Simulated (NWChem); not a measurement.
Species: C2H6FIn; SMILES [CH3][In]([CH3])[F]

All runs: NWChem. Structure relaxed at the PBE-D3(BJ)/def2-SVP (def2 core potentials past Kr) level. No frequency run checked for a minimum.

For level PBE/STO-3G, non-relativistic:

```yaml
highest occupied level (eV): -1.65
orbital gap (eV): 3.43
dipole (D): 0.53
```

Q: What are these values for level PBE/3-21G, non-relativistic?

A: 
- highest occupied level (eV) = -5.75
- orbital gap (eV) = 4.42
- dipole (D) = 2.67
